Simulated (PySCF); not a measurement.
Molfile (atoms numbered from 1):
```
C6H6O2
     RDKit          3D

 14 14  0  0  0  0  0  0  0  0999 V2000
    3.0310   -0.0588    1.6373 O   0  0  0  0  0  0  0  0  0  0  0  0
    2.7330    0.2171    0.5031 C   0  0  0  0  0  0  0  0  0  0  0  0
    3.6294    0.6086   -0.4185 O   0  0  0  0  0  0  0  0  0  0  0  0
    1.4048    0.1730   -0.0286 C   0  0  0  0  0  0  0  0  0  0  0  0
    0.2730    0.1248   -0.4418 C   0  0  0  0  0  0  0  0  0  0  0  0
   -1.0626    0.0631   -0.9166 C   0  0  0  0  0  0  0  0  0  0  0  0
   -1.9780   -1.0079   -0.3705 C   0  0  0  0  0  0  0  0  0  0  0  0
   -2.1869    0.4111    0.0310 C   0  0  0  0  0  0  0  0  0  0  0  0
    4.5156    0.6280   -0.0250 H   0  0  0  0  0  0  0  0  0  0  0  0
   -1.1756    0.3407   -1.9577 H   0  0  0  0  0  0  0  0  0  0  0  0
   -1.5669   -1.6881    0.3593 H   0  0  0  0  0  0  0  0  0  0  0  0
   -2.6717   -1.4654   -1.0593 H   0  0  0  0  0  0  0  0  0  0  0  0
   -1.9181    0.7009    1.0349 H   0  0  0  0  0  0  0  0  0  0  0  0
   -3.0277    0.9527   -0.3747 H   0  0  0  0  0  0  0  0  0  0  0  0
  1  2  2  0
  2  3  1  0
  2  4  1  0
  4  5  3  0
  5  6  1  0
  6  7  1  0
  7  8  1  0
  8  6  1  0
  3  9  1  0
  6 10  1  0
  7 11  1  0
  7 12  1  0
  8 13  1  0
  8 14  1  0
M  END
```

Computational details: GIAO PBE0/pcSseg-1 shieldings, geometry from GFN2-xTB, in PySCF 2.14.0 with density-fitted response routines (a single conformation, rapidly exchanging positions averaged, no solvent, no relativistic terms).

**Question.** List the cross peaks expected in HSQC, COSY and HMBC spectra.

**Answer.** 

HSQC (one-bond C–H):
```csv
δH,δC
1.45 (H10),2.3 (C6)
0.98 (H12/H14),13.1 (C7/C8)
0.95 (H11/H13),13.1 (C7/C8)
```

COSY cross peaks (H two or three bonds apart, from the bond graph; peaks can be absent where the dihedral angle is near 90°):
```csv
δH,δH
1.45 (H10),0.98 (H12/H14)
1.45 (H10),0.95 (H11/H13)
0.98 (H12/H14),0.95 (H11/H13)
```

HMBC (two and three bonds, from the bond graph):
```csv
δH,δC
1.45 (H10),"104.1 (C5), 74.1 (C4), 13.1 (C7/C8)"
0.98 (H12/H14),"104.1 (C5), 13.1 (C7/C8), 2.3 (C6)"
0.95 (H11/H13),"104.1 (C5), 13.1 (C7/C8), 2.3 (C6)"
```

δ = σ(ref) − σ, references computed at the same level: TMS for ¹H, ¹³C.

Exchangeable OH/NH protons stand at their gas-phase positions; hydrogen bonding in a real sample shifts them, mostly to higher δ. Shifts are as computed. Against solution values, carbons near 30 ppm lie about +3 ppm off and those near 130 ppm about +5 ppm. Of 1211 compounds with measured shifts, 218 miss one by over three times the rms of a fit or turn the order of signals round; such compounds aren't used in these exercises. The C=O carbon of an acid or of an amide with N–H lies up to 10 ppm further downfield in solution, through hydrogen bonding that the calculation lacks.
